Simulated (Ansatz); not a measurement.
Start from `C[Se][Al]([Cl])[Cl]` and change one atom or group to get `[SiH3][O][Al]([Cl])[Cl]`.

Ansatz, PBE0-D4/def2-TZVP geometries, multiplicity 1. Each molecule was computed in one conformer, which needn't be the lowest.

Scalar relativity is left out up to krypton. Spin–orbit coupling is left out; it splits and shifts lone-pair levels of the heavy atoms by tenths of an eV.

```
                                          property  `C[Se][Al]([Cl])[Cl]`
               HOMO energy (B3LYP/def2-TZVPP) / eV                  -7.02
size of the dipole moment (ωB97M-V/def2-TZVPP) / D                   1.99
           HOMO–LUMO gap (ωB97M-V/def2-TZVPP) / eV                  10.10
                HOMO energy (PBE0/def2-TZVPP) / eV                  -7.27
               HOMO–LUMO gap (PBE/def2-TZVPP) / eV                   4.36
             LUMO energy (ωB97M-V/def2-TZVPP) / eV                   0.72
```

(1) Give the same properties after the change, and the shifts. (An estimate is asked.)

## Answers

(1) Ansatz gave: 
| property | `[SiH3][O][Al]([Cl])[Cl]` | shift |
| --- | --- | --- |
| HOMO energy (B3LYP/def2-TZVPP) / eV | -8.75 | -1.73 |
| size of the dipole moment (ωB97M-V/def2-TZVPP) / D | 0.88 | -1.11 |
| HOMO–LUMO gap (ωB97M-V/def2-TZVPP) / eV | 11.85 | 1.75 |
| HOMO energy (PBE0/def2-TZVPP) / eV | -8.99 | -1.72 |
| HOMO–LUMO gap (PBE/def2-TZVPP) / eV | 5.58 | 1.22 |
| LUMO energy (ωB97M-V/def2-TZVPP) / eV | 0.57 | -0.15 |

With PBE0 the HOMO falls by 1.72 eV and the LUMO falls by 0.13 eV, so the gap widens by about 1.59 eV. PBE moves the HOMO by -1.40 eV and ωB97M-V by -1.89 eV. Dipoles are sizes alone; their direction can turn.

B3LYP here is the variant with VWN-RPA as its local correlation; programs differ in this.
